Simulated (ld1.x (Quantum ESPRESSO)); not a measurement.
## Transferability test, TM potential for cerium

cerium, norm-conserving Troullier–Martins (Kleinman–Bylander form), made with ld1.x (Quantum ESPRESSO) 7.5 (PBEsol, scalar-relativistic). Core [Xe], reference 4f1 5d1 6s1 6p0 (charge +1). Waves: 6s (bound): rc 3.80 bohr; 5d (bound): rc 2.75 bohr; 4f (bound): rc 1.75 bohr; 6p (bound, empty): rc 3.45 bohr. Local part: the p channel. Core correction: none.

Energies are relative to the spin-unpolarised reference configuration 4f1 5d1 6s1 6p0; without spin polarisation the order of configurations can differ from experiment. Not all tests gave a result: 1 of 7 tests not solved or not reliable.

```
valence configuration  charge  ΔE all-electron (eV)  error AE − PS (meV)
      4f1 5d1 6s2 6p0       0                -6.103                  -15
      4f0 5d2 6s1 6p0      +1                 5.198                +1105
      4f2 5d1 6s0 6p0      +1                -0.018                 -870
      4f1 5d0 6s2 6p1       0                -3.786                  +53
```

Problem. What are ΔE and the potential's error for 4f1 5d1 6s0 6p0?

Solution. ΔE = 11.037 eV all-electron; the error (AE − PS) is +70 meV.

Problem. What are ΔE and the potential's error for 4f1 5d0 6s0 6p0?

Solution. ΔE = 30.174 eV all-electron; the error (AE − PS) is +645 meV.

Levels in the configuration 4f1 5d1 6s2 6p0:

| level | all-electron (eV) | pseudo (eV) |
| --- | --- | --- |
| 4f | -5.423 | -5.385 |
| 5d | -3.073 | -3.045 |
| 6s | -3.770 | -3.740 |

These tests converged, but a pseudo level misses the all-electron one widely, so the file describes the atom poorly there or has found another state: 4f0 5d2 6s1 6p0: empty 4f by 3.6 eV; 4f2 5d1 6s0 6p0: 4f by 1.6 eV. ld1.x printed “convergence not achieved” for 3 of the counted tests; their residual had stalled under 1e-8, short of the target of 1e-14.

Note: ghost state, extra bound levels that the all-electron valence spectrum of the same l lacks: s at -30.5 eV. A true bound ghost makes a file unfit for plane-wave use.
